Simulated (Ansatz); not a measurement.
Input for Ansatz (a first-principles code): R-CCSD(T)/def2-TZVPP on CsI (SMILES [I][Cs]). Elements past Kr take the def2 small-core potentials; no spin–orbit coupling.

Ansatz 0.2 input:
```yaml
crystal:
  periodic: [false, false, false]
  atoms:
    - {symbol: Cs, position_ang: [-0.00000000, -0.00000000, -1.68842722]}
    - {symbol: I, position_ang: [0.00000000, 0.00000000, 1.68842722]}
basis:
  gaussian:
    orbitals: def2-TZVPP
magnetization: {spin_polarized: false}
correlation: {method: ccsd_t, electrons: outside_noble_gas}
scf: {lower_state_search: off}
```

It printed:

```
WARN ansatz: RAYON_NUM_THREADS=4 ignored (pool sized by the plan → 4); use --threads N
Functional definition: HF
these checks for a lower state are left out or cut short: stability, starts, cluster_reference, orbital_swaps, neighbouring_geometries, increment
integrals: 0.07 GiB planned
702 factors; integrals over basis functions are off by at most 3.3e-4 eV
mean field: 0.17 GiB planned
mean field evaluation 1: about -8614.7174 eV, gradient 1.3e1 eV
mean field evaluation 2: about -8614.7784 eV, gradient 1.3e1 eV
mean field evaluation 4: about -8615.5352 eV, gradient 7.2e-1 eV
mean field evaluation 8: about -8615.5406 eV, gradient 2.1e-4 eV
mean field -8615.54063089 eV, -316.6152783620 hartree, gradient 5.9e-6 eV, S^2 0.000000; 0 other end points of the search recorded, 0 dependent functions left out
13 core orbitals not correlated, not the lowest: weight in the atoms' cores, before any rotation towards them, 0.900 or more for the frozen orbitals, at most 0.097 for the correlated occupied ones
reference -8615.54063089 eV, -316.6152783620 hartree; 4, 4 occupied and 69, 69 virtual orbitals, 702 factors
second order -3.90216987 eV of doubles, -0.00000000 eV of singles
coupled cluster: 0.19 GiB planned
cycle   1  -4.20547957 eV  change   -3.0e-1 eV  update   3.8e-2
cycle   2  -4.29465147 eV  change   -8.9e-2 eV  update   1.1e-2
cycle   3  -4.29988610 eV  change   -5.2e-3 eV  update   3.3e-3
cycle   4  -4.29948977 eV  change    4.0e-4 eV  update   1.1e-3
cycle   5  -4.29918852 eV  change    3.0e-4 eV  update   4.6e-4
cycle   6  -4.29914397 eV  change    4.5e-5 eV  update   1.7e-4
cycle   7  -4.29914232 eV  change    1.7e-6 eV  update   5.6e-5
cycle   8  -4.29914947 eV  change   -7.2e-6 eV  update   2.1e-5
cycle   9  -4.29915284 eV  change   -3.4e-6 eV  update   7.4e-6
perturbative correction -0.15555521 eV, -0.0057165486 hartree
Total energy: -8619.99533894 eV, -316.7789858633 hartree
Checks for a lower state left out: stability, starts, cluster_reference, orbital_swaps, neighbouring_geometries, increment
```

Self-consistency was reached.

Cost: roughly 3 core-seconds.
